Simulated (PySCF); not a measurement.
A geometry optimisation on `NCCCNC1CCC1`.

Method: PBE0-D3(BJ)/def2-SVP geometry optimisation, gas phase (PySCF 2.14.0). Start geometry: GFN2-xTB. A driver script takes a list of jobs; this job's settings line and coordinates (Å) are shown.

Input:
```
{"job": {"xc": "PBE0", "basis": "def2-SVP", "d3": "d3bj", "grid": 1, "kind": "geom"}, "charge": 0, "multiplicity": 1}
N      2.540257     0.755860     0.753476
C      2.832128    -0.136281    -0.355841
C      2.076909    -1.454913    -0.188783
C      0.586700    -1.328966    -0.502005
N     -0.093696    -0.486370     0.466386
C     -1.488639    -0.271291     0.161848
C     -2.237398     0.621338     1.165928
C     -2.748318     1.480537    -0.000415
C     -1.755520     0.777078    -0.936829
H      1.530913     0.860097     0.823800
H      2.947224     1.669735     0.585366
H      3.910354    -0.331642    -0.349545
H      2.577533     0.293220    -1.341398
H      2.207353    -1.797973     0.838753
H      2.508413    -2.200393    -0.859024
H      0.139154    -2.339489    -0.552408
H      0.458095    -0.865717    -1.485412
H     -0.003762    -0.897642     1.392248
H     -2.025218    -1.215714    -0.037058
H     -2.993567     0.130405     1.774936
H     -1.545813     1.157592     1.812079
H     -2.621221     2.555291     0.108278
H     -3.785203     1.271567    -0.255513
H     -0.869824     1.376040    -1.134521
H     -2.157787     0.401777    -1.875210
```

Problem. Estimate the output.

Solution. 
```
step   0  E = -385.12692565  max force = 0.014087
step   1  E = -385.12905096  max force = 0.002939
step   2  E = -385.12916009  max force = 0.000517
step   3  E = -385.12925679  max force = 0.001442
step   4  E = -385.12940633  max force = 0.003012
step   5  E = -385.12953895  max force = 0.002433
step   6  E = -385.12964324  max force = 0.001062
step   7  E = -385.12970031  max force = 0.000539
step   8  E = -385.12972846  max force = 0.000881
step   9  E = -385.12974454  max force = 0.000519
step  10  E = -385.12975206  max force = 0.000317
optimisation converged
```

Energies in Eh; «max force» is the largest Cartesian gradient component in Eh/bohr.

Problem. Give the first gradient maximum in eV/Å.

Solution. With 1 Eh/bohr = 51.422 eV/Å, 0.724 eV/Å.

Problem. How much energy does the optimisation release, in eV?

Solution. E(step 0) − E(last step) = 0.002826 Eh, which is 0.077 eV.

Summary of the converged run: final energy -385.12975 Eh after 10 steps; dipole 1.08 D.

Problem. Where do the atoms end?

Solution. 0.241 Å rms from the input after alignment:
```
atom  x, y, z in Å
N1     2.5109    0.5974    0.7190
C2     2.7425   -0.2444   -0.4367
C3     1.8524   -1.4801   -0.4135
C4     0.3786   -1.2170   -0.6888
N5    -0.2351   -0.3478    0.2960
C6    -1.6315   -0.0978    0.0641
C7    -2.3499    0.8416    1.0461
C8    -3.0925    1.4588   -0.1538
C9    -2.0012    0.8770   -1.0719
H10    1.5376    0.9038    0.7042
H11    3.1018    1.4247    0.6839
H12    3.7958   -0.5747   -0.4256
H13    2.5957    0.2650   -1.4170
H14    1.9658   -1.9723    0.5689
H15    2.2107   -2.1992   -1.1684
H16   -0.1554   -2.1902   -0.7780
H17    0.2776   -0.7297   -1.6755
H18   -0.1000   -0.7328    1.2301
H19   -2.2167   -1.0373   -0.0566
H20   -2.9412    0.3926    1.8586
H21   -1.6254    1.5489    1.4787
H22   -3.2420    2.5482   -0.1600
H23   -4.0679    0.9769   -0.3216
H24   -1.1764    1.5907   -1.2236
H25   -2.3010    0.4606   -2.0451
```

Rough CPU time on one thread of a shared machine: about 11 min.
Labels such as C1 count atoms from 1, the log's own numbers from 0.
